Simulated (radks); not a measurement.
Valence configurations of As (all share [Ar]). Calculated with a radial shooting solver on a logarithmic mesh with Libxc functionals: scalar-relativistic Kohn-Sham, PBEsol, spin-polarised, spherical densities, point nucleus; open shells are filled with parallel spins first. Energies are relative to 3d10 4s2 4p3; eigenvalues in eV for spin up.

| valence | E (eV) | moment (Bohr magnetons) | e(3d) | e(4p) | e(4s) |
|---|---|---|---|---|---|
| 3d10 4s2 4p3 | 0.000 | 3 | -40.390 | -5.908 | -15.211 |
| 3d10 4s1.5 4p3.5 | 4.659 | 3 | -41.298 | -6.292 | -15.775 |
| 3d10 4s1 4p4 | 9.323 | 3 | -42.204 | -6.678 | -16.339 |
| 3d9.5 4s2 4p3.5 | 19.269 | 3 | -46.124 | -6.514 | -16.355 |
| 3d10 4p5 | 20.582 | 1 | -43.876 | -6.771 | - |
| 3d9 4s2 4p4 | 40.601 | 3 | -51.963 | -7.080 | -17.433 |
| 3d8 4s2 4p5 | 89.729 | 3 | -63.993 | -8.146 | -19.452 |
| 3d8 4s1 4p6 | 100.83 | 3 | -65.511 | -8.772 | -20.333 |
| 3d7.5 4s1.5 4p6 | 123.39 | 3 | -70.926 | -8.964 | -20.834 |
| 3d7 4s2 4p6 | 147.84 | 3 | -76.516 | -9.172 | -21.349 |

NIST lists [Ar] 3d10 4s2 4p3 as the ground configuration; this level of theory agrees among the configurations tried. The energies are those of spherical high-spin densities, not of single terms.
